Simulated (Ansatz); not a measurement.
```xyz
10

O     0.837   -1.929   -0.409
Si   -0.419   -1.023   -0.900
Cl   -2.073   -1.866   -0.078
O    -0.277    0.522   -0.396
Si    0.107    1.540    0.794
F     1.687    1.575    0.930
Cl   -0.651    0.913    2.567
H     1.726   -1.642   -0.623
H    -0.567   -0.978   -2.363
H    -0.371    2.889    0.477
```

Total charge 0; spin multiplicity 1.

List the PBE/def2-TZVPP orbital energies in eV (Ansatz 0.2.0). (Estimate.)

Ansatz gave: Occupied: -2739.30, -2739.10, -1782.02, -1781.66, -660.36, -511.16, -510.92, -249.89, -249.70, -190.58, -190.42, -190.42, -190.38, -190.22, -190.22, -139.51, -139.16, -96.29, -96.28, -96.19, -95.95, -95.92, -95.85, -30.15, -26.02, -25.45, -20.96, -20.76, -15.33, -14.05, -12.86, -11.67, -11.49, -11.10, -10.63, -10.55, -9.96, -9.43, -9.22, -8.53, -8.37, -8.29, -8.24, -8.03, -7.91. Lowest empty: -0.49, -0.21, -0.04, 0.10, 0.30, 1.32, 1.48, 1.75.
